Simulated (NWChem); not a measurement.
System: C$_{5}$H$_{7}$O, doublet; SMILES C1(=O)[CH]CCC1

The following NWChem deck was run.

```
start job
memory heap 200 mb stack 900 mb global 1100 mb
geometry units angstroms noautosym nocenter noautoz
  O     -0.031613     2.160403     0.067898
  C     -0.034208     0.927000     0.010990
  C     -1.197709     0.056052     0.046823
  C     -0.812269    -1.371409    -0.102530
  C      0.711491    -1.388016     0.203127
  C      1.203637     0.023259    -0.159228
  H     -2.225904     0.443496     0.103750
  H     -1.405890    -2.060884     0.536350
  H     -1.011379    -1.709057    -1.151539
  H      0.858156    -1.568544     1.288088
  H      1.241566    -2.197129    -0.335482
  H      1.526385     0.089221    -1.222397
  H      2.048824     0.395033     0.452206
end
basis spherical
  * library 6-31g*
end
dft
  odft
  mult 2
  xc b3lyp
  iterations 150
end
cosmo
  dielec 46.7
end
task dft energy
```

Geometry: optimised at PBE-D3(BJ)/def2-SVP, spin-unrestricted. No stability test was run on the SCF state.

Level: B3LYP/6-31G* with COSMO at NWChem's default radii, gas-phase geometry; the question gives the dielectric constant. Reactions with the solvent are ignored.

**Question.** Predict the main results of this run. (B3LYP/6-31G* (spherical d), spin-unrestricted, COSMO on the gas-phase geometry.) Quantities: electrostatic solvation energy (kcal/mol); dipole in solution (D).

**Answer.** 
- electrostatic solvation energy (kcal/mol): -6.0
- dipole in solution (D): 4.66
